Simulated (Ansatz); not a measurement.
AgF2, relaxed as a doublet with UKS PBE-D4/def2-TZVP in Ansatz, starting from the GFN2-xTB geometry. Force threshold 0.02 eV/Å.

In the def2 sets Ag takes a core potential; there is no spin–orbit coupling. The gap within one spin of the charge 0 doublet nearly closes, so an electron or hole may be smeared out by delocalisation error. The structure comes from a short search, and lower isomers may exist.

Start:

```xyz
3

Ag    0.000    0.000    0.000
F    -1.402   -0.312   -1.196
F     1.402    0.312    1.196
```

(1) Estimate the energy that the relaxation releases and the steps that it takes.

(2) Does the start keep its bonding and symmetry?

(3) Predict the relaxed structure.

Results:

(1) 8.2 kJ/mol, in 4 steps; 32 s on 4 threads of Arm Neoverse V1 on a shared host. No frequencies were taken in this run, so the end may be a saddle point.

(2) By distances, no bond broke or formed. The bond that changes most is Ag1–F3, from 1.87 to 1.94 Å (atoms count from 1). Point group D∞h at the start, D∞h at the end, both within 0.05 Å.

(3) 
```xyz
3

Ag    0.000    0.000    0.000
F    -1.454   -0.324   -1.240
F     1.454    0.324    1.240
```
Bond lengths: 2 × Ag–F 1.94 Å.
